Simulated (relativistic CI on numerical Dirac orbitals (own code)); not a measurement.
## Radial parameters of Dy⁵⁸⁺

Computed by Dirac-Coulomb-Breit CI, separate exchange-only KLI orbitals for each configuration, QED by a radiative potential, unscaled Slater integrals (own radial code, finite nucleus).

Slater integrals F^k, G^k are unscaled and averaged over j, outside the closed core 1s2; ζ comes from projecting the Hamiltonian with its Breit term on Σ l·s of the shell.

- 2s2.2p4: F^2(2p,2p) = 1.2349e+06, ζ(2p) = 4.495e+06 cm⁻¹; <r>(2p) = 0.07633, <r^2>(2p) = 0.007094 (bohr units).
- 2s.2p5: G^1(2s,2p) = 1.3277e+06, ζ(2p) = 4.4822e+06 cm⁻¹; <r>(2s) = 0.08678, <r^2>(2s) = 0.008921, <r>(2p) = 0.07642, <r^2>(2p) = 0.007111 (bohr units).
- 2p5.3s: ζ(2p) = 4.528e+06, G^1(2p,3s) = 132850 cm⁻¹; <r>(2p) = 0.07615, <r^2>(2p) = 0.007059, <r>(3s) = 0.2049, <r^2>(3s) = 0.04794 (bohr units).

Averages of the first 10 configurations, taken without configuration mixing, which lowers the lowest level and can move excited configurations by several eV; other configurations of the list can lie among them:

| Configuration | Parity | States | Average energy above the lowest level (eV) |
| --- | --- | --- | --- |
| 2s2.2p4 | even | 15 | 565.6 |
| 2s.2p5 | odd | 12 | 1480.1 |
| 2p6 | even | 1 | 2448.7 |
| 2p5.3s | odd | 12 | 9486.4 |
| 2p5.3p | even | 36 | 9741.2 |
| 2p5.3d | odd | 60 | 9965.6 |
| 2s2.2p3.3s | odd | 40 | 7668.9 |
| 2s2.2p3.3p | even | 120 | 7933.3 |
| 2s2.2p3.3d | odd | 200 | 8158.0 |
| 2s.2p4.3s | even | 60 | 8550.4 |
